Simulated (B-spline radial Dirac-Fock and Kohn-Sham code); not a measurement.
## Pd³⁷⁺: scattering cross sections and density moments

System: Pd³⁷⁺, [He] 2s2 2p5.

The run's input, task.json:

```json
{"items": [{
  "Z": 46,
  "q": 37,
  "cfg": [[1, 0, 2], [2, 0, 2], [2, 1, 5]],
  "A": 106,
  "rrms": 4.5318,
  "do": ["scatter"],
  "s": [0.0, 0.06, 0.08, 0.09, 0.11, 0.14, 0.17, 0.21, 0.26, 0.32, 0.39, 0.47, 0.58, 0.71, 0.87, 1.07, 1.3, 1.6, 1.96, 2.4, 2.94, 3.6, 4.4],
  "pz": [0, 0.1, 0.2, 0.3, 0.4, 0.5, 0.6, 0.8, 1.0, 1.2, 1.4, 1.6, 1.8, 2.0, 2.5, 3.0, 4.0, 5.0, 7.0, 10.0, 15.0, 20.0, 30.0, 40.0, 60.0, 100.0],
  "hv_scatter": [2000, 10000, 20000, 30000, 50000, 100000, 200000, 500000]
}]}
```

Launch: `python xray_run.py task.json out`

Method: configuration-average Dirac-Fock orbitals. Computed with an atomic code on a B-spline grid.

```
Sum of ⟨r⟩                          : 0.9139 bohr
Sum of ⟨r²⟩                         : 0.1273 bohr²
Sum of ⟨1/r⟩                        : 174.07 per bohr
Langevin diamagnetic susceptibility : -0.101 × 10⁻⁶ cm³/mol
Lamb shielding (α²/3)Σ⟨1/r⟩         : 3090 ppm
```

Coherent scattering is the Thomson cross section weighted by f₀², without anomalous dispersion; incoherent scattering is Klein-Nishina weighted by S. The Lamb formula is the non-relativistic shielding expression. Electron correlation is left out. A dash stands where the photon energy is too low for the impulse approximation behind that column.

```
hν (keV)  coherent (b)  incoherent (b)  incoherent per electron (b)
       2         53.74               –                            –
      10         50.43               –                            –
      20         42.03               –                            –
      30         32.55           1.360                        0.151
      50         18.72           2.290                        0.254
     100         6.885           3.079                        0.342
     200         2.205           3.134                        0.348
     500        0.4049           2.488                        0.276
```

Incoherent scattering overtakes coherent scattering between 100 and 200 keV.
